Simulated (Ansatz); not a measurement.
`OB(O)OC[SiH3]` + `[SiH3]Br` → `[SiH3]C[SiH2]Br` + `OB(O)O`  (formal exchange of groups at a C–O bond)

Calculated with Ansatz (gas phase, PBE0-D4/def2-TZVP geometries, no zero-point term in ΔE). CCSD(T)/CBS adds triple-zeta CCSD(T) − MP2 to the extrapolated MP2 energy (def2 sets, frozen cores). This one scheme is used for every species. DFT in def2-TZVPP. For Br outer-core shells are correlated without core-valence functions, which leaves a few kJ/mol of doubt a bond. Scalar relativity is left out up to krypton. One conformer a species, not always the lowest.

| level | ΔE (kcal/mol) | difference from CCSD(T)/CBS |
| --- | --- | --- |
| PBE-D4 | -32.4 | 1.4 |
| PBE0-D4 | -33.6 | 0.2 |
| ωB97M-V | -33.0 | 0.8 |
| B2PLYP | -32.1 | 1.7 |
| PBE | -31.9 | 1.9 |
| r2SCAN | -33.3 | 0.5 |
| PBE0 | -33.1 | 0.7 |
| HF/def2-TZVPP | -30.4 | 3.4 |
| MP2/def2-TZVPP | -35.5 | -1.7 |
| SCS-MP2/def2-TZVPP | -33.2 | 0.6 |
| CCSD/def2-TZVPP | -32.8 | 1.0 |
| CCSD(T)/def2-TZVPP | -33.0 | 0.8 |
| HF/def2-QZVPP | -30.2 | 3.6 |
| SCS-MP2/def2-QZVPP | -33.7 | 0.1 |
| HF/CBS(def2) | -30.2 | 3.6 |
| CCSD/CBS(def2) | -33.6 | 0.2 |
| CCSD(T)/CBS | -33.8 | 0 |

Largest T1 diagnostic among the species: 0.012.

In def2-TZVPP, CCSD(T) changes the Hartree–Fock value by −2.7 kcal/mol (the triples alone add −0.2 kcal/mol) and MP2 by −5.2 kcal/mol. The D4 term adds −0.9 kcal/mol with B3LYP and −0.5 kcal/mol with PBE0; it sums over pairs of atoms, weighted by their polarisabilities, and B3LYP, whose exchange is more repulsive, gets the larger term.

B3LYP here is the variant with VWN-RPA as its local correlation; programs differ in this.
